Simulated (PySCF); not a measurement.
BClHI, SMILES ClBI. Atoms are numbered in the order given.

```xyz
4

B     -0.7916     1.0419     0.0000
Cl     0.2054     2.4617     0.0000
H     -1.9678     1.1473     0.0000
I      0.0459    -0.9095     0.0000
```
Charge 0, spin multiplicity 1.

Coordinates come from a B3LYP-D3(BJ)/def2-TZVP optimisation. The def2 effective core potentials stand for the cores of I; spin–orbit coupling is left out.

These are TDDFT-LC-ωPBE/def2-SVPD run with PySCF values and carry that method's errors.

Vertical excitations. Isolated molecule, no solvent. State labels are in the subgroup Cs.

| state | symmetry | energy (eV) | λ (nm) | f | main pairs |
|---|---|---|---|---|---|
| S1 | A" | 4.81 | 258 | 0.000 | HOMO→LUMO 97 % |
| S2 | A" | 5.37 | 231 | 0.000 | HOMO−2→LUMO 96 % |
| S3 | A' | 5.64 | 220 | 0.128 | HOMO−1→LUMO 95 % |
| S4 | A' | 6.61 | 188 | 0.001 | HOMO→LUMO+1 46 %, HOMO→LUMO+5 27 %, HOMO→LUMO+2 12 %, HOMO→LUMO+7 9 % |
| S5 | A" | 6.95 | 178 | 0.001 | HOMO−1→LUMO+1 44 %, HOMO−1→LUMO+5 30 %, HOMO−1→LUMO+7 12 %, HOMO−1→LUMO+2 11 % |
| S6 | A' | 7.71 | 161 | 0.082 | HOMO→LUMO+2 36 %, HOMO→LUMO+1 29 %, HOMO→LUMO+5 13 %, HOMO→LUMO+6 6 % |
| S7 | A" | 7.73 | 160 | 0.000 | HOMO−4→LUMO 95 % |
| S8 | A' | 7.90 | 157 | 0.148 | HOMO−3→LUMO 88 % |
| S9 | A" | 8.13 | 152 | 0.151 | HOMO−1→LUMO+2 41 %, HOMO−1→LUMO+1 29 %, HOMO−1→LUMO+5 11 % |
| S10 | A" | 8.43 | 147 | 0.005 | HOMO−5→LUMO 95 % |
| T1 | A" | 4.60 | 270 | 0 | HOMO→LUMO 85 % |
| T2 | A' | 4.71 | 263 | 0 | HOMO−1→LUMO 98 % |
| T3 | A" | 4.99 | 249 | 0 | HOMO−2→LUMO 83 %, HOMO→LUMO 13 % |
| T4 | A' | 5.97 | 208 | 0 | HOMO→LUMO+1 35 %, HOMO→LUMO+5 34 %, HOMO→LUMO+2 13 %, HOMO→LUMO+7 12 % |
Triplets are in the Tamm–Dancoff approximation, which puts them higher than full response would, so one can lie above its singlet here.
